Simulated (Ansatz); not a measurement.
Steps of a relaxation of C₂H₆AlClO with RKS PBE-D4/def2-SVP.

```sh
$ ansatz run in.yaml --threads 4 --pin off --events-out ev --progress --plain --max-ram 10444MiB
```

```yaml
crystal:
  periodic: [false, false, false]
  atoms:
    - {symbol: C, position_ang: [-0.611800, -1.245000, 0.522600]}
    - {symbol: C, position_ang: [0.254400, -0.019800, 0.813600]}
    - {symbol: Cl, position_ang: [1.143300, -0.365000, 2.287100]}
    - {symbol: O, position_ang: [1.253800, 0.185000, -0.238900]}
    - {symbol: Al, position_ang: [0.529200, 1.310600, -1.569800]}
    - {symbol: H, position_ang: [-1.340700, -1.367500, 1.368100]}
    - {symbol: H, position_ang: [-0.032200, -2.112800, 0.326400]}
    - {symbol: H, position_ang: [-1.240700, -0.969100, -0.392200]}
    - {symbol: H, position_ang: [-0.347500, 0.908200, 1.071600]}
    - {symbol: H, position_ang: [0.778300, 2.892100, -1.413400]}
    - {symbol: H, position_ang: [-0.320700, 0.726300, -2.754600]}
basis:
  gaussian: {orbitals: def2-SVP}
hamiltonian: {xc: pbe, dispersion: d4}
relax: {f_tol: 0.03, max_steps: 200}
```

Positions (Å) and forces (eV/Å) along the path, 12 of 44 steps:

```xyz
11
step=1 energy=-23315.4926 eV
C    -0.612   -1.245    0.523   -2.267    2.582   -0.350
C     0.254   -0.020    0.814    1.078   -0.208   -1.419
Cl    1.143   -0.365    2.287    0.758   -0.053    1.296
O     1.254    0.185   -0.239   -2.437    1.321   -0.565
Al    0.529    1.311   -1.570    1.067   -0.733    1.585
H    -1.341   -1.367    1.368    0.382   -0.275   -0.342
H    -0.032   -2.113    0.326    0.902   -1.238   -0.179
H    -1.241   -0.969   -0.392    0.450   -0.536    0.573
H    -0.347    0.908    1.072    0.168   -0.426   -0.409
H     0.778    2.892   -1.413    0.016   -0.194    0.028
H    -0.321    0.726   -2.755   -0.117   -0.240   -0.219
11
step=2 energy=-23315.8218 eV
C    -0.645   -1.214    0.510   -0.459    0.567    0.130
C     0.280   -0.039    0.822    0.193    0.521   -1.534
Cl    1.215   -0.313    2.315    0.233   -0.181    0.407
O     1.186    0.213   -0.268   -1.427    0.619   -0.071
Al    0.521    1.329   -1.548    0.686   -0.736    0.893
H    -1.352   -1.380    1.352    0.169   -0.127   -0.081
H    -0.044   -2.105    0.318    0.193   -0.456   -0.048
H    -1.264   -0.990   -0.400    0.311   -0.044    0.269
H    -0.339    0.874    1.038    0.121   -0.126    0.106
H     0.801    2.890   -1.369   -0.026   -0.036   -0.021
H    -0.295    0.678   -2.750    0.006   -0.001   -0.050
11
step=3 energy=-23315.9692 eV
C    -0.664   -1.212    0.532    0.257   -0.278    0.168
C     0.245   -0.015    0.793   -0.038    0.006   -0.573
Cl    1.244   -0.318    2.268    0.157   -0.039    0.246
O     1.081    0.245   -0.302   -0.411   -0.105    0.419
Al    0.564    1.339   -1.548   -0.002    0.035   -0.313
H    -1.316   -1.434    1.400    0.061    0.046   -0.014
H    -0.034   -2.106    0.317   -0.118    0.150    0.039
H    -1.303   -1.022   -0.351   -0.059    0.067   -0.104
H    -0.370    0.882    1.051    0.040   -0.011    0.159
H     0.840    2.893   -1.357    0.022    0.050   -0.019
H    -0.221    0.690   -2.782    0.093    0.079   -0.008
11
step=7 energy=-23316.2097 eV
C    -0.736   -1.305    0.700   -0.023   -0.050   -0.026
C     0.112   -0.044    0.744    0.064   -0.044    0.260
Cl    1.453   -0.285    2.023   -0.109    0.042   -0.216
O     0.657    0.232   -0.481   -0.153    0.087   -0.187
Al    0.647    1.470   -1.697    0.012   -0.145   -0.047
H    -1.209   -1.516    1.680    0.050    0.031   -0.049
H    -0.101   -2.166    0.410   -0.028    0.021    0.005
H    -1.529   -1.182   -0.072    0.060   -0.002    0.112
H    -0.454    0.817    1.169    0.011   -0.004   -0.036
H     0.821    2.997   -1.266   -0.016   -0.030   -0.013
H     0.404    0.924   -3.190    0.130    0.094    0.197
11
step=17 energy=-23316.5672 eV
C    -0.745   -1.390    0.858    0.060    0.194   -0.131
C    -0.326    0.009    0.438   -0.616    0.137   -0.697
Cl    1.564    0.236    0.879    0.313    0.036   -0.146
O    -0.431    0.277   -0.901    0.236   -0.087    0.886
Al    0.899    1.376   -1.458   -0.199   -0.108    0.203
H    -0.657   -1.533    1.956    0.016    0.058   -0.158
H    -0.130   -2.147    0.332   -0.079    0.013    0.002
H    -1.810   -1.519    0.560    0.134   -0.005    0.034
H    -0.765    0.805    1.094    0.113   -0.125   -0.078
H     1.012    2.844   -0.834   -0.059   -0.025   -0.067
H     1.456    0.985   -2.904    0.082   -0.088    0.151
11
step=18 energy=-23316.6665 eV
C    -0.742   -1.385    0.838    0.066    0.195    0.017
C    -0.361    0.024    0.433   -0.489   -0.121   -0.930
Cl    1.611    0.230    0.769    0.202    0.111   -0.062
O    -0.499    0.311   -0.883   -0.008   -0.063    0.834
Al    0.866    1.384   -1.413    0.281   -0.202    0.064
H    -0.614   -1.535    1.929    0.007   -0.004   -0.075
H    -0.148   -2.136    0.283   -0.027    0.053   -0.027
H    -1.814   -1.523    0.580    0.036    0.012    0.016
H    -0.746    0.808    1.127    0.140   -0.019    0.031
H     0.955    2.882   -0.869   -0.140    0.014   -0.062
H     1.556    0.882   -2.775   -0.067    0.024    0.194
11
step=20 energy=-23316.8885 eV
C    -0.759   -1.372    0.783    0.102    0.160    0.092
C    -0.522    0.056    0.380   -0.780   -0.050    0.201
Cl    1.838    0.285    0.604    0.022    0.111    0.056
O    -0.662    0.413   -0.847    0.351   -0.186    0.283
Al    0.946    1.335   -1.253    0.397    0.222   -0.172
H    -0.494   -1.547    1.849   -0.048    0.050   -0.220
H    -0.205   -2.076    0.128   -0.095    0.099    0.018
H    -1.852   -1.556    0.648    0.096   -0.009    0.022
H    -0.665    0.838    1.185    0.213   -0.286   -0.280
H     0.732    2.919   -0.950    0.056   -0.352   -0.123
H     1.709    0.648   -2.506   -0.314    0.241    0.123
11
step=27 energy=-23317.1801 eV
C    -1.025   -1.468    0.828   -0.093    0.039   -0.419
C    -0.569   -0.130    0.344    0.208   -0.100   -0.551
Cl    2.404    0.836    0.535   -0.014    0.097   -0.082
O    -0.220    0.078   -0.836   -0.107   -0.143    0.675
Al    1.229    1.475   -1.204   -0.238    0.130    0.143
H    -0.644   -1.626    1.856    0.000   -0.047    0.022
H    -0.672   -2.264    0.131   -0.125    0.186    0.200
H    -2.144   -1.514    0.879    0.240    0.111    0.023
H    -0.497    0.704    1.085   -0.035   -0.003    0.062
H     0.477    2.901   -0.976    0.111   -0.292   -0.034
H     1.727    0.951   -2.621    0.056    0.023   -0.038
11
step=30 energy=-23317.2850 eV
C    -1.141   -1.481    0.817    0.068    0.147   -0.257
C    -0.366   -0.271    0.386   -0.245   -0.196   -0.284
Cl    2.510    1.303    0.530   -0.053   -0.015   -0.050
O     0.031   -0.106   -0.782   -0.023    0.052    0.515
Al    1.225    1.499   -1.221   -0.134    0.148    0.052
H    -0.769   -1.817    1.811   -0.105    0.029   -0.091
H    -1.067   -2.301    0.064   -0.042    0.258    0.179
H    -2.222   -1.195    0.945    0.397   -0.049    0.012
H    -0.155    0.523    1.151    0.041   -0.126   -0.040
H     0.170    2.723   -1.054    0.099   -0.226   -0.063
H     1.848    1.066   -2.625   -0.004   -0.023    0.028
11
step=38 energy=-23317.4118 eV
C    -1.185   -1.449    0.768   -0.059   -0.103    0.116
C    -0.203   -0.380    0.496   -0.158   -0.181    0.009
Cl    2.110    1.931    0.681   -0.023   -0.011   -0.034
O    -0.047    0.054   -0.650    0.216    0.324   -0.322
Al    1.161    1.525   -1.242    0.008   -0.025    0.077
H    -0.703   -2.262    1.349    0.011   -0.073    0.040
H    -1.634   -1.833   -0.167    0.013    0.015    0.043
H    -1.974   -1.036    1.431   -0.064   -0.003    0.055
H     0.404    0.059    1.325    0.045    0.041    0.062
H     0.068    2.600   -1.683   -0.030    0.038   -0.016
H     2.068    0.734   -2.288    0.041   -0.021   -0.030
11
step=43 energy=-23317.4205 eV rejected
C    -1.193   -1.454    0.775    0.004   -0.026    0.024
C    -0.228   -0.370    0.474   -0.049    0.036    0.012
Cl    2.056    1.958    0.703    0.003    0.002    0.000
O    -0.070    0.081   -0.670    0.019   -0.007   -0.012
Al    1.174    1.527   -1.243   -0.009   -0.003    0.000
H    -0.648   -2.300    1.250   -0.020    0.019   -0.014
H    -1.729   -1.792   -0.130    0.009    0.003    0.013
H    -1.910   -1.095    1.547    0.021   -0.009   -0.023
H     0.380    0.073    1.304    0.018   -0.016   -0.001
H     0.117    2.613   -1.752    0.000    0.002   -0.001
H     2.115    0.702   -2.238    0.003    0.000    0.002
11
step=44 energy=-23317.4206 eV
C    -1.193   -1.454    0.775   -0.003   -0.004    0.001
C    -0.229   -0.370    0.476    0.013    0.017   -0.017
Cl    2.061    1.960    0.700   -0.002   -0.001   -0.001
O    -0.068    0.082   -0.668   -0.003   -0.005    0.010
Al    1.174    1.529   -1.244   -0.005   -0.009    0.013
H    -0.652   -2.298    1.257   -0.001    0.000   -0.001
H    -1.723   -1.796   -0.132   -0.001    0.000    0.001
H    -1.916   -1.093    1.540    0.000    0.000    0.000
H     0.383    0.066    1.307    0.001    0.001   -0.001
H     0.114    2.614   -1.750    0.000    0.001   -0.002
H     2.114    0.703   -2.240    0.001    0.000   -0.002
```

Hardware: 4 threads of an Arm Neoverse V2 on a shared host. Wall time 58 s, peak host memory 0.17 GiB.
